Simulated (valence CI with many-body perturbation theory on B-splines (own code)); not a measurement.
**Pr XXXVIII: key properties**

Computed by valence CI with perturbative core correlation (CI+MBPT): four valence electrons over a frozen Dirac-Fock core [Ar], a basis of 9 s, 9 p, 10 d, 8 f, 5 g, 3 h, 1 i functions for each j, with the one-electron correlation potential Σ1 (screened to all orders), the two-electron term Σ2, the three-electron term Σ3, Breit, model QED; selected single and double excitations, second order for the rest (own B-spline code, finite nucleus).

The last digits are not significant, and no measured levels were compared; by estimate large intervals hold to a few tenths of a per cent, small ones and those within an open d or f shell to about a per cent. Only levels of the ground parity were solved; by the run's estimate the other parity begins above the list, which can be wrong where configurations are misplaced.

Levels are named by their leading jj configuration (3d3/2^4 stands for four electrons in 3d with j = 3/2), which in mixed levels can hold well under half, so a name can repeat and another be missing.

Rates and lifetimes use the calculated energies. Strong lines usually hold to 10 to 20 %, long lifetimes can be off by a factor of two.

Question: What is the ground level?

Answer: (3d3/2^4) J=0, composition 55 % 3d4 3P + 34 % 3d4 5D + 10 % 3d4 1S.

Question: Name the longest-lived excited levels whose lifetime is computed, and their main decay.

Answer: (3d3/2^2 3d5/2^2) J=6 at 418190 cm⁻¹ lives 19.6 ms, mostly by M1 to (3d3/2^2 3d5/2^2) J=5. The lifetime of (3d3/2^3 3d5/2) J=4 is too uncertain to give, and may be longer.

Question: What is the ionisation energy?

Answer: 2628.4 eV; NIST lists 2628 ± 4 eV (theoretical).

Question: How well does LS coupling describe the low levels?

Answer: Among the lowest 20 levels the leading LS term, summed over configurations, holds 50 % on average. For single configurations the figures are 50 % in LS and 86 % in jj coupling. Terms mix most in the J = 4 level at 218390 cm⁻¹, where the leading one holds 31 %.
